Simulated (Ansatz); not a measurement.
Relaxation of the cluster Na5O3 with UKS r2SCAN-D4/def2-SVP.

```sh
$ ansatz run in.yaml --threads 4 --pin off --events-out ev --progress --plain --max-ram 4787MiB
```

```yaml
crystal:
  periodic: [false, false, false]
  atoms:
    - {symbol: Na, position_ang: [-2.337780, 0.710280, 1.243150]}
    - {symbol: Na, position_ang: [-0.529370, -0.769590, -0.841830]}
    - {symbol: Na, position_ang: [0.898820, 1.078460, 0.945730]}
    - {symbol: Na, position_ang: [2.210110, 0.684270, -2.384520]}
    - {symbol: Na, position_ang: [-0.690520, -1.554500, 2.221400]}
    - {symbol: O, position_ang: [0.716280, 1.056620, -1.183500]}
    - {symbol: O, position_ang: [-1.865430, -1.126730, 0.701140]}
    - {symbol: O, position_ang: [1.597870, -0.078820, -0.701570]}
basis:
  gaussian: {orbitals: def2-SVP}
magnetization: {spin_polarized: true, initial_magnetization: 1}
hamiltonian: {xc: r2scan, dispersion: d4}
scf: {lower_state_search: "off"}
output: {orbitals: {seedname: orbitals}}
relax: {f_tol: 0.02, max_steps: 100}
```

Hardware: 4 threads of Arm Neoverse V1 on a shared host. Wall time 52 s.

Positions (Å) and forces (eV/Å) at steps 1, 2, 3, 4, 5, 6, 7, 9 of 9:

```xyz
8
step=1 energy=-28203.0653 eV
Na   -2.338    0.710    1.243   -0.721    1.011    0.238
Na   -0.529   -0.770   -0.842    0.162   -0.124   -0.540
Na    0.899    1.078    0.946    0.178    0.290    0.365
Na    2.210    0.684   -2.385    1.421    0.344   -1.863
Na   -0.691   -1.554    2.221    0.521   -0.665    0.986
O     0.716    1.057   -1.183   -1.529    0.791    0.279
O    -1.865   -1.127    0.701   -0.089   -0.312   -0.664
O     1.598   -0.079   -0.702    0.057   -1.336    1.199
8
step=2 energy=-28203.4439 eV
Na   -2.521    0.749    1.277   -0.260    0.271    0.077
Na   -0.514   -0.783   -0.891    0.071    0.001   -0.090
Na    0.983    1.132    0.925   -0.075    0.023    0.198
Na    2.270    0.712   -2.437    0.861    0.234   -1.079
Na   -0.740   -1.702    2.336    0.114   -0.218    0.290
O     0.722    1.059   -1.215   -0.916    0.464    0.122
O    -1.815   -1.076    0.735    0.161    0.052   -0.191
O     1.614   -0.091   -0.729    0.043   -0.828    0.673
8
step=3 energy=-28203.6460 eV
Na   -2.688    0.813    1.327    0.076   -0.254   -0.038
Na   -0.489   -0.797   -0.949   -0.035    0.003    0.050
Na    0.895    1.045    0.913   -0.208   -0.171   -0.045
Na    2.384    0.784   -2.492    0.144    0.071   -0.118
Na   -0.753   -1.810    2.456   -0.163    0.076   -0.159
O     0.716    1.047   -1.268   -0.114    0.073   -0.021
O    -1.691   -0.954    0.792    0.268    0.337    0.266
O     1.626   -0.128   -0.779    0.032   -0.136    0.065
8
step=4 energy=-28203.7936 eV
Na   -2.746    0.820    1.361    0.095   -0.251   -0.031
Na   -0.481   -0.809   -0.997   -0.039   -0.001    0.052
Na    0.774    0.944    0.895   -0.323   -0.291   -0.118
Na    2.442    0.827   -2.497   -0.046    0.013    0.113
Na   -0.780   -1.842    2.511   -0.161    0.098   -0.170
O     0.715    1.036   -1.303    0.098   -0.022   -0.057
O    -1.551   -0.830    0.842    0.342    0.400    0.301
O     1.629   -0.147   -0.812    0.033    0.055   -0.090
8
step=5 energy=-28203.9831 eV
Na   -2.781    0.807    1.380    0.060   -0.201   -0.011
Na   -0.480   -0.819   -1.029   -0.005    0.016    0.036
Na    0.668    0.855    0.873   -0.390   -0.348   -0.125
Na    2.469    0.852   -2.489   -0.066    0.006    0.138
Na   -0.810   -1.859    2.534   -0.141    0.074   -0.125
O     0.717    1.028   -1.326    0.119   -0.043   -0.073
O    -1.412   -0.707    0.890    0.395    0.423    0.282
O     1.630   -0.156   -0.835    0.028    0.073   -0.121
8
step=6 energy=-28204.1590 eV
Na   -2.802    0.784    1.391    0.023   -0.174    0.005
Na   -0.477   -0.823   -1.048    0.010    0.021    0.023
Na    0.552    0.758    0.851   -0.060   -0.097   -0.116
Na    2.482    0.865   -2.478    0.005    0.032    0.076
Na   -0.841   -1.868    2.539   -0.139    0.053   -0.094
O     0.723    1.024   -1.344    0.036   -0.048   -0.057
O    -1.272   -0.580    0.942    0.136    0.199    0.244
O     1.635   -0.159   -0.853   -0.010    0.012   -0.081
8
step=7 energy=-28204.2328 eV
Na   -2.888    0.626    1.478    0.002   -0.053   -0.005
Na   -0.467   -0.791   -1.007   -0.033   -0.032   -0.022
Na    0.619    0.780    0.787   -0.002    0.006    0.010
Na    2.531    0.885   -2.507   -0.007    0.010    0.040
Na   -1.028   -1.872    2.560   -0.041    0.007   -0.034
O     0.750    1.016   -1.408    0.027    0.007   -0.058
O    -1.175   -0.475    1.015    0.019    0.062    0.122
O     1.657   -0.169   -0.918    0.036   -0.007   -0.053
8
step=9 energy=-28204.2465 eV
Na   -2.944    0.542    1.485   -0.001   -0.001   -0.001
Na   -0.481   -0.773   -0.959    0.001    0.001    0.002
Na    0.671    0.823    0.763    0.001    0.002    0.001
Na    2.555    0.883   -2.516   -0.002   -0.002   -0.002
Na   -1.102   -1.907    2.528    0.000   -0.002   -0.002
O     0.758    1.004   -1.448    0.000    0.002   -0.001
O    -1.117   -0.389    1.097   -0.001    0.001    0.002
O     1.660   -0.183   -0.951    0.002   -0.001    0.001
```

The structure holds 1 bond(s) between oxygen atoms. Another isomer (doublet) lies 0.05 eV lower at PBE0-D4/def2-TZVP; other spin states weren't run for this one.
